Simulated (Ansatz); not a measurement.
## Molecular dynamics of Si16B

Input file:

```yaml
accuracy: low
crystal:
  lattice:
    - [0.0, 5.43, 5.43]
    - [5.43, 0.0, 5.43]
    - [5.43, 5.43, 0.0]
  atoms:
    - { symbol: Si, position: [-0.00268476, 0.0207691, -0.01089139] }
    - { symbol: Si, position: [0.14707198, 0.10020385, 0.12875312] }
    - { symbol: Si, position: [-0.00883262, -0.00602523, 0.50709736] }
    - { symbol: Si, position: [0.09956527, 0.11124313, 0.63004903] }
    - { symbol: Si, position: [-0.01129796, 0.50743532, 0.02459029] }
    - { symbol: Si, position: [0.14747431, 0.65069104, 0.08406852] }
    - { symbol: Si, position: [-0.00376641, 0.49628935, 0.51514044] }
    - { symbol: Si, position: [0.12576647, 0.61986942, 0.65211863] }
    - { symbol: Si, position: [0.50369628, -0.01619496, -0.00437067] }
    - { symbol: Si, position: [0.6202427, 0.09655301, 0.12596127] }
    - { symbol: Si, position: [0.48566834, 0.00521204, 0.50657237] }
    - { symbol: Si, position: [0.62073856, 0.10982365, 0.62897972] }
    - { symbol: Si, position: [0.51594767, 0.4792435, -0.01323194] }
    - { symbol: Si, position: [0.61770891, 0.64446431, 0.1224466] }
    - { symbol: Si, position: [0.49197494, 0.49194102, 0.52074953] }
    - { symbol: Si, position: [0.6303255, 0.63023215, 0.60218947] }
    - { symbol: B, position: [0.83227054, 0.30383712, 0.79926545], spin: 1.0 }
magnetization:
  spin_polarized: true
basis:
  ecutwfc: 420.0
kpoints:
  mp_grid: { grid: [2, 2, 2] }
hamiltonian:
  xc: pbe
scf:
  occupations: { method: fermi_dirac, width: 0.02 }
  lower_state_search: "off"
md:
  timestep: 1
  n_steps: 20
  ensemble: nvt_langevin
  temperature: 1260.0
  initial_velocities: maxwell_boltzmann
  seed: 908100
  friction: 0.05
```

Run as:

```bash
$ ansatz run input.yaml --threads 1 --pin off --max-ram 3072MiB --backend cpu --events-out ev --progress --plain --runs-dir out
```

It goes on from the last frame of an earlier run, with new velocities.

Output, in part (warnings, step lines):

```
WARN: the starting moments were not kept: the SCF closed with an absolute magnetisation of 1.6e-4 μB, where they sum to 1 μB in size (1 site). That is at most 0.1 of that sum. Measured as dr2_m measures the in/out step, that magnetisation stands 1.0e-9 eV from none, at or under the dr2_threshold of …
md step     0: t =     0.00 fs  T =  1185.9 K  F+E_penalty+E_count = -10322.43530428 eV  E_kin = 2.605882 eV  (20 SCF iters)
md step     1: t =     1.00 fs  T =  1310.0 K  F+E_penalty+E_count = -10322.51698941 eV  E_kin = 2.878525 eV  (9 SCF iters)
md step     2: t =     2.00 fs  T =  1439.4 K  F+E_penalty+E_count = -10322.59061566 eV  E_kin = 3.163073 eV  (12 SCF iters)
md step     3: t =     3.00 fs  T =  1497.1 K  F+E_penalty+E_count = -10322.64717435 eV  E_kin = 3.289714 eV  (12 SCF iters)
md step     4: t =     4.00 fs  T =  1432.8 K  F+E_penalty+E_count = -10322.67613891 eV  E_kin = 3.148363 eV  (12 SCF iters)
md step     5: t =     5.00 fs  T =  1248.9 K  F+E_penalty+E_count = -10322.68650176 eV  E_kin = 2.744334 eV  (12 SCF iters)
md step     6: t =     6.00 fs  T =  1388.7 K  F+E_penalty+E_count = -10322.67864345 eV  E_kin = 3.051627 eV  (12 SCF iters)
md step     7: t =     7.00 fs  T =  1510.5 K  F+E_penalty+E_count = -10322.64889838 eV  E_kin = 3.319154 eV  (8 SCF iters)
md step     8: t =     8.00 fs  T =  1598.5 K  F+E_penalty+E_count = -10322.59489952 eV  E_kin = 3.512507 eV  (9 SCF iters)
md step     9: t =     9.00 fs  T =  1588.0 K  F+E_penalty+E_count = -10322.50887037 eV  E_kin = 3.489609 eV  (9 SCF iters)
md step    10: t =    10.00 fs  T =  1565.9 K  F+E_penalty+E_count = -10322.39752599 eV  E_kin = 3.440968 eV  (10 SCF iters)
md step    11: t =    11.00 fs  T =  1587.3 K  F+E_penalty+E_count = -10322.26031032 eV  E_kin = 3.487949 eV  (9 SCF iters)
md step    12: t =    12.00 fs  T =  1355.3 K  F+E_penalty+E_count = -10322.10315464 eV  E_kin = 2.978056 eV  (9 SCF iters)
md step    13: t =    13.00 fs  T =  1241.9 K  F+E_penalty+E_count = -10321.93377412 eV  E_kin = 2.728874 eV  (9 SCF iters)
md step    14: t =    14.00 fs  T =  1163.5 K  F+E_penalty+E_count = -10321.74701982 eV  E_kin = 2.556623 eV  (9 SCF iters)
md step    15: t =    15.00 fs  T =  1033.8 K  F+E_penalty+E_count = -10321.54739437 eV  E_kin = 2.271626 eV  (9 SCF iters)
md step    16: t =    16.00 fs  T =  1030.0 K  F+E_penalty+E_count = -10321.34517163 eV  E_kin = 2.263414 eV  (10 SCF iters)
md step    17: t =    17.00 fs  T =   911.3 K  F+E_penalty+E_count = -10321.15701729 eV  E_kin = 2.002583 eV  (10 SCF iters)
md step    18: t =    18.00 fs  T =   744.7 K  F+E_penalty+E_count = -10321.00630718 eV  E_kin = 1.636509 eV  (9 SCF iters)
md step    19: t =    19.00 fs  T =   715.5 K  F+E_penalty+E_count = -10320.90145970 eV  E_kin = 1.572241 eV  (9 SCF iters)
md step    20: t =    20.00 fs  T =   591.0 K  F+E_penalty+E_count = -10320.83619983 eV  E_kin = 1.298719 eV  (8 SCF iters)
```

All steps were run. The mean temperature of the second half is 14 % below the set value. A run of 0.02 ps of so small a system gives no equilibrium averages. Limits of this set-up: coarse k mesh, low accuracy level.

Mean squared displacements from the first frame to the last, about the centre of mass: Si 0.03 Å², B 0.10 Å².

Last frame:

```xyz
17
Lattice="0.0000 5.4300 5.4300 5.4300 0.0000 5.4300 5.4300 5.4300 0.0000" Properties=species:S:1:pos:R:3
Si 0.046 0.016 0.171
Si 1.311 1.545 1.419
Si 2.670 2.558 -0.169
Si 3.928 4.119 1.295
Si 2.936 -0.070 2.606
Si 3.944 1.276 4.453
Si 5.423 2.856 2.813
Si 6.898 4.237 3.911
Si -0.034 2.587 2.680
Si 1.176 4.120 3.936
Si 2.619 5.322 2.643
Si 4.105 6.653 4.041
Si 2.640 2.758 5.309
Si 4.164 4.261 6.679
Si 5.369 5.500 5.213
Si 6.807 6.856 6.664
B 6.157 8.745 5.925
```

Time of the run: 8.5 min on 1 thread of Arm Neoverse V1, with other jobs on the host, peak memory 0.72 GiB.
